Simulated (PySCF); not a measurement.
Job for PySCF: R-B3LYP/LANL2DZ on FISi (SMILES F[Si]I), a point of a bond scan (R = 2.513 Å).

```python
from pyscf import gto, scf, dft, mp
from pyscf.data.elements import chemcore

mol = gto.M(
    atom='''
    Si    0.72542197    1.01948837    1.18893518
    F     1.16092642    2.16371902    0.14351064
    I    -0.38875935   -0.63672280   -0.33842808
    ''',
    basis='lanl2dz',
    ecp={'I': 'lanl2dz', 'Si': 'lanl2dz'},
    charge=0, spin=0, verbose=3, max_memory=1800)
mf = dft.RKS(mol, xc='b3lyp')
mf.conv_tol = 1e-8
mf.max_cycle = 100
mf.kernel()
if not mf.converged:
    mf = mf.newton().run(mf.mo_coeff, mf.mo_occ)
```

Output:

```
converged SCF energy = -115.147936993665
```

The calculation finished and met its thresholds.

Cost: around 2.9 core-seconds (rough).
